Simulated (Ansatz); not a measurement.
Geometry optimisation, Ansatz, RKS PBE0-D4/def2-SVP.

The input (input.yaml):

```yaml
crystal:
  periodic: [false, false, false]
  atoms:
    - { symbol: B, position_ang: [0.0, 0.0, 0.0] }
    - { symbol: Cl, position_ang: [0.0, 0.0, 1.86] }
    - { symbol: Cl, position_ang: [1.6108, 0.0, -0.93] }
    - { symbol: Cl, position_ang: [-1.6108, 0.0, -0.93] }
basis:
  gaussian: { orbitals: def2-SVP }
hamiltonian:
  xc: pbe0
  dispersion: d4
relax:
  f_tol: 0.02
  max_steps: 40
output:
  orbitals: {}
```

Run as:

```bash
$ ansatz run input.yaml --threads 1 --pin off --max-ram 2048MiB --backend cpu --events-out ev --progress --plain --runs-dir out
```

Question: Where does it end, and by what steps?

Answer: The run converged. After 3 steps the energy has fallen by 0.518 eV; Cl2 moved furthest, 0.12 Å.

```tsv
step	energy less start (eV)	largest force component (eV/Å)	accepted
0	0.0000	2.651	yes
1	-0.4403	1.162	yes
2	-0.5158	0.234	yes
3	-0.5185	0.002	yes
```

```xyz
4
Properties=species:S:1:pos:R:3
B 0.000 0.000 0.000
Cl 0.000 0.000 1.742
Cl 1.508 0.000 -0.871
Cl -1.508 0.000 -0.871
```

Whether the end is a true minimum wasn't checked by a vibrational analysis.

The run took 5 s on 1 thread of Intel(R) Xeon(R) 6975P-C (Granite Rapids), with other jobs on the host, peak memory 0.14 GiB.
